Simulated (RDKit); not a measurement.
Input for RDKit: UFF on BH5O2Si (SMILES OB(O)[SiH3]), a point of a torsion scan.

```python
from rdkit import Chem
from rdkit.Chem import AllChem, rdDetermineBonds

blocks = [
'''9

O    -1.46003078   -1.10145572   -0.13175378
B    -0.69403641   -0.01074997    0.07904088
O    -1.36204865    1.12987712    0.42621057
Si    1.26251723   -0.19220115   -0.11958067
H    -2.40345931   -0.96493188   -0.01407577
H    -0.84875513    1.92008875    0.58103428
H     1.70366662   -1.34393474   -0.90871341
H     1.96220104   -0.29262152    1.17310741
H     1.87394686    0.99409256   -0.75176302
''',
]
mol = None
for b in blocks:
    f = Chem.MolFromXYZBlock(b)
    rdDetermineBonds.DetermineBonds(f, charge=0)
    mol = f if mol is None else Chem.CombineMols(mol, f)
Chem.SanitizeMol(mol)
print(Chem.MolToSmiles(Chem.RemoveHs(mol)))
ff = AllChem.UFFGetMoleculeForceField(mol, vdwThresh=100.0, ignoreInterfragInteractions=False)
e = ff.CalcEnergy()
print(f'UFF energy {e:.6f} kcal/mol')
```

It printed:

```
OB(O)[SiH3]
UFF energy 40.135157 kcal/mol
```

The run finished.

Cost: very roughly 0.010 core-seconds.
